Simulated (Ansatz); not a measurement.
C$_{3}$H$_{8}$BClO$_{2}$, SMILES `CC(C)OB(O)Cl` from Hartree–Fock to CCSD(T)

```xyz
15

C    -1.602    0.145   -0.027
C    -0.219   -0.287    0.407
C     0.120    0.150    1.813
O     0.753    0.296   -0.467
B     1.208   -0.259   -1.608
O     2.107    0.397   -2.380
Cl    0.683   -1.855   -2.173
H    -2.358   -0.282    0.636
H    -1.812   -0.191   -1.044
H    -1.688    1.233    0.007
H    -0.139   -1.377    0.331
H     0.064    1.237    1.899
H     1.129   -0.167    2.084
H    -0.582   -0.290    2.524
H     2.336    1.251   -2.002
```

Charge 0, multiplicity 1. The structure was optimised at the PBE0-D4/def2-TZVP level. It is one conformer, not always the lowest. Frozen core, restricted reference, Ansatz. CBS rows extrapolate triple and quadruple zeta; past MP2 they add the triple-zeta difference.

```
     basis     HF (Eh)  MP2 corr.  CCSD corr.       (T)  CCSD(T) total
def2-TZVPP  -752.46820   -1.28102    -1.33415  -0.05287     -753.85522
def2-QZVPP  -752.49466   -1.37841           –         –              –
 CBS(def2)  -752.49831   -1.45056    -1.50369     as TZ     -754.05487
```
